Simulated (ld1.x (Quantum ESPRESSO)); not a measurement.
Si, PAW: configuration errors across variants

Si (Z = 14), PAW, made with ld1.x (Quantum ESPRESSO) 7.5 (LDA (PZ), non-relativistic). Core [Ne], reference 3s2 3p1.5 (charge +0.5). Waves: 3s (bound): rcut 1.65, rcutus 1.85 bohr; 3s channel at 3.2 Ry: rcut 1.65, rcutus 1.85 bohr; 3p (bound): rcut 1.30, rcutus 1.65 bohr; 3p channel at 4.35 Ry: rcut 1.30, rcutus 1.65 bohr. Local part: all-electron potential smoothed inside 1.70 bohr (lloc = -2). Core correction: Bessel-smoothed model core inside 1.35 bohr. Augmentation charge: PSQ, inside the norm-conserving radii.

All-electron excitation energies from the reference (eV): (1) 3s2 3p2 -2.970; (2) 3s2 3p1 4.870; (3) 3s2 3p0 20.996; (4) 3s0 3p4 10.692; (5) 3s1 3p3 3.780; (6) 3s1 3p0 55.070; (7) 3s1 3p2 12.219; (8) 3s2 3p1.5 spin -0.399; (9) 3s2 3p2 spin -3.581.

Spin tests fill each open shell by Hund’s rule, majority spin first.

1 further variants failed, have other tests or another functional or relativity, and are left out.

Errors AE − PS in meV (a dash: test not solved or not reliable):

| change | (1) | (2) | (3) | (4) | (5) | (6) | (7) | (8) | (9) | bound ghosts |
| --- | --- | --- | --- | --- | --- | --- | --- | --- | --- | --- |
| base | 0.0 | -0.3 | -8.9 | -1.6 | -0.3 | -63 | -1.5 | -0.4 | -0.5 | none |
| waves 3p (bound): rcut 1.30, rcutus 2.56 bohr; 3p channel at 4.35 Ry: rcut 1.30, rcutus 2.56 bohr | +0.1 | -0.2 | -8.9 | -1.5 | -0.2 | -63 | -1.0 | -0.4 | -0.4 | none |
| local potential all-electron potential smoothed inside 1.20 bohr (lloc = -2) | 0.0 | -0.3 | -8.9 | -1.6 | -0.3 | -63 | -1.5 | -0.4 | -0.5 | none |
| type RRKJ; waves now 3s (bound): rc 1.85 bohr; 3p (bound): rc 1.65 bohr; local potential all-electron potential smoothed inside 1.75 bohr (lloc = -2); rho0 0.005 | +0.5 | +1.0 | +14 | +2.7 | +0.4 | +61 | +4.0 | +4.2 | +6.7 | none |

Q: Give the same row for: waves 3s (bound): rcut 1.56, rcutus 1.66 bohr; 3s channel at 3.2 Ry: rcut 1.56, rcutus 1.66 bohr.

A: 0.0, -0.3, -8.8, -1.6, -0.3, -63, -1.5, -0.4, -0.5; bound ghosts: none.
